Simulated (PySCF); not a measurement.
C3H11FSi2, SMILES C[SiH2]CC[SiH2]F, GFN2-xTB optimised geometry.

```
17

Si    -1.53     1.24     0.00
F     -2.04     0.63     1.40
C      0.37     1.24     0.00
C      1.03    -0.10    -0.34
Si     0.69    -1.51     0.89
C      0.95    -0.91     2.67
H     -2.07     2.60     0.00
H     -2.11     0.38    -1.02
H      0.72     1.99    -0.71
H      0.72     1.57     0.98
H      2.11     0.06    -0.40
H      0.71    -0.41    -1.34
H      1.63    -2.60     0.58
H     -0.68    -2.01     0.72
H      0.91    -1.73     3.37
H      1.92    -0.43     2.80
H      0.19    -0.19     2.96
```

Density from PBE0/def2-SVP (PySCF) at that geometry.

Minimum of the electron density along straight lines between bonded atoms, close to the bond critical point (lines longer than 1.1 times the sum of covalent radii, or with two minima, are not listed):

```json
[
 {"bond": "Si1–F2", "length / Å": "1.615", "ρ at the minimum / e bohr⁻³": "0.117", "∇²ρ there / e bohr⁻⁵": "1.06", "position (fraction from the first atom)": "0.42"},
 {"bond": "Si1–C3", "length / Å": "1.896", "ρ at the minimum / e bohr⁻³": "0.116", "∇²ρ there / e bohr⁻⁵": "0.31", "position (fraction from the first atom)": "0.38"},
 {"bond": "C3–C4", "length / Å": "1.533", "ρ at the minimum / e bohr⁻³": "[?]", "∇²ρ there / e bohr⁻⁵": "-0.49", "position (fraction from the first atom)": "0.50"},
 {"bond": "C4–Si5", "length / Å": "1.909", "ρ at the minimum / e bohr⁻³": "0.110", "∇²ρ there / e bohr⁻⁵": "0.31", "position (fraction from the first atom)": "0.62"},
 {"bond": "Si5–C6", "length / Å": "1.897", "ρ at the minimum / e bohr⁻³": "0.111", "∇²ρ there / e bohr⁻⁵": "0.32", "position (fraction from the first atom)": "0.38"},
 {"bond": "Si1–H7", "length / Å": "1.458", "ρ at the minimum / e bohr⁻³": "0.121", "∇²ρ there / e bohr⁻⁵": "0.32", "position (fraction from the first atom)": "0.49"},
 {"bond": "Si1–H8", "length / Å": "1.456", "ρ at the minimum / e bohr⁻³": "0.121", "∇²ρ there / e bohr⁻⁵": "0.33", "position (fraction from the first atom)": "0.49"},
 {"bond": "C3–H9", "length / Å": "1.094", "ρ at the minimum / e bohr⁻³": "0.269", "∇²ρ there / e bohr⁻⁵": "-0.94", "position (fraction from the first atom)": "0.62"},
 {"bond": "C3–H10", "length / Å": "1.093", "ρ at the minimum / e bohr⁻³": "0.270", "∇²ρ there / e bohr⁻⁵": "-0.96", "position (fraction from the first atom)": "0.62"},
 {"bond": "C4–H11", "length / Å": "1.094", "ρ at the minimum / e bohr⁻³": "0.270", "∇²ρ there / e bohr⁻⁵": "-0.95", "position (fraction from the first atom)": "0.62"},
 {"bond": "C4–H12", "length / Å": "1.092", "ρ at the minimum / e bohr⁻³": "0.271", "∇²ρ there / e bohr⁻⁵": "-0.96", "position (fraction from the first atom)": "0.62"},
 {"bond": "Si5–H13", "length / Å": "1.472", "ρ at the minimum / e bohr⁻³": "0.115", "∇²ρ there / e bohr⁻⁵": "0.32", "position (fraction from the first atom)": "0.49"},
 {"bond": "Si5–H14", "length / Å": "1.468", "ρ at the minimum / e bohr⁻³": "0.116", "∇²ρ there / e bohr⁻⁵": "0.32", "position (fraction from the first atom)": "0.49"},
 {"bond": "C6–H15", "length / Å": "1.086", "ρ at the minimum / e bohr⁻³": "0.272", "∇²ρ there / e bohr⁻⁵": "-0.97", "position (fraction from the first atom)": "0.62"},
 {"bond": "C6–H16", "length / Å": "1.087", "ρ at the minimum / e bohr⁻³": "0.271", "∇²ρ there / e bohr⁻⁵": "-0.96", "position (fraction from the first atom)": "0.62"},
 {"bond": "C6–H17", "length / Å": "1.086", "ρ at the minimum / e bohr⁻³": "0.272", "∇²ρ there / e bohr⁻⁵": "-0.98", "position (fraction from the first atom)": "0.63"}
]
```

Question: Complete the blanks.

Answer: 
- C3–C4, ρ at the minimum / e bohr⁻³: 0.233
